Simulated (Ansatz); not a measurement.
```yaml
crystal:
  periodic: [false, false, false]
  atoms:
    - {symbol: C, position_ang: [-4.293951, 0.783084, 0.887439]}
    - {symbol: O, position_ang: [-3.757678, 0.270113, -0.289074]}
    - {symbol: C, position_ang: [-2.418125, -0.135992, -0.247199]}
    - {symbol: C, position_ang: [-1.579920, -0.077482, 0.881388]}
    - {symbol: C, position_ang: [-0.245857, -0.512784, 0.826531]}
    - {symbol: C, position_ang: [0.302869, -1.029502, -0.427619]}
    - {symbol: C, position_ang: [1.708973, -1.392819, -0.548190]}
    - {symbol: F, position_ang: [1.988422, -2.064938, -1.728490]}
    - {symbol: F, position_ang: [2.161329, -2.252044, 0.526346]}
    - {symbol: C, position_ang: [2.754477, -0.242599, -0.508396]}
    - {symbol: F, position_ang: [4.065164, -0.694613, -0.689320]}
    - {symbol: F, position_ang: [2.551555, 0.586565, -1.598334]}
    - {symbol: O, position_ang: [2.665532, 0.459116, 0.656688]}
    - {symbol: C, position_ang: [3.419863, 1.661881, 0.709687]}
    - {symbol: C, position_ang: [-0.574725, -1.083276, -1.552867]}
    - {symbol: C, position_ang: [-1.892888, -0.659402, -1.487472]}
    - {symbol: H, position_ang: [-3.750368, 1.695126, 1.252853]}
    - {symbol: H, position_ang: [-4.280784, 0.044359, 1.732571]}
    - {symbol: H, position_ang: [-5.349565, 1.060845, 0.681556]}
    - {symbol: H, position_ang: [-1.966987, 0.304030, 1.840782]}
    - {symbol: H, position_ang: [0.383885, -0.483178, 1.725834]}
    - {symbol: H, position_ang: [4.496472, 1.472913, 0.501730]}
    - {symbol: H, position_ang: [3.040868, 2.414713, -0.014666]}
    - {symbol: H, position_ang: [3.308581, 2.056108, 1.737648]}
    - {symbol: H, position_ang: [-0.179368, -1.471221, -2.505373]}
    - {symbol: H, position_ang: [-2.557775, -0.708992, -2.364069]}
basis:
  gaussian: {orbitals: def2-TZVP, initial_orbitals: start.molden}
total_charge: -1
magnetization: {spin_polarized: true, initial_magnetization: 1}
hamiltonian: {xc: pbe0, dispersion: d4}
scf: {omitted_lower_state_checks: [starts]}
output: {orbitals: {seedname: orbitals}}
```

The file start.molden holds the orbitals of an earlier run on this structure, at another level or in another basis.

```sh
$ ansatz run in.yaml --threads 4 --pin off --events-out ev --progress --plain --max-ram 6963MiB
```

(1) Does this run fit into the memory that it is given?

Results:

(1) No. It has 556 basis functions, and Ansatz plans for 10 GiB where 7 GiB are given.
